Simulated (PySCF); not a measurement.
SMILES [Cl][Ge]([Cl])([Cl])[O][SiH2][O][GeH3] (H₅Cl₃Ge₂O₂Si), singlet (PBE0/def2-SVP optimised geometry):

```
13

Ge     1.876     1.091     0.000
O      1.373     0.331    -1.531
Si     0.464    -0.856    -2.194
O     -0.367    -1.715    -1.011
Ge    -1.704    -1.460     0.059
Cl    -2.166     0.627     0.159
Cl    -3.412    -2.519    -0.636
Cl    -1.171    -2.150     1.999
H      3.412     1.091     0.000
H      1.310     2.519     0.000
H      1.314     0.258     1.165
H      1.326    -1.863    -2.864
H     -0.525    -0.260    -3.132
```

Level of theory: PySCF with PBE0/def2-TZVP.

Q: What are the frontier orbital energies and the dipole moment?

A: HOMO-2 -9.48 eV, HOMO-1 -9.18 eV, HOMO -8.55 eV, LUMO -1.82 eV, LUMO+1 -0.12 eV; dipole moment 1.38 D.

On the same geometry PBE/def2-TZVP in PySCF 2.14.0 gives HOMO-2 -8.02 eV, HOMO-1 -7.69 eV, HOMO -7.12 eV, LUMO -2.82 eV, LUMO+1 -1.02 eV; dipole moment 1.35 D.

Meta-Löwdin charges at PBE0/def2-TZVP: Ge1 0.63, O2 -0.82, Si3 1.07, O4 -0.80, Ge5 1.12, Cl6 -0.27, Cl7 -0.25, Cl8 -0.25, H9 -0.06, H10 -0.06, H11 -0.07, H12 -0.12, H13 -0.13.
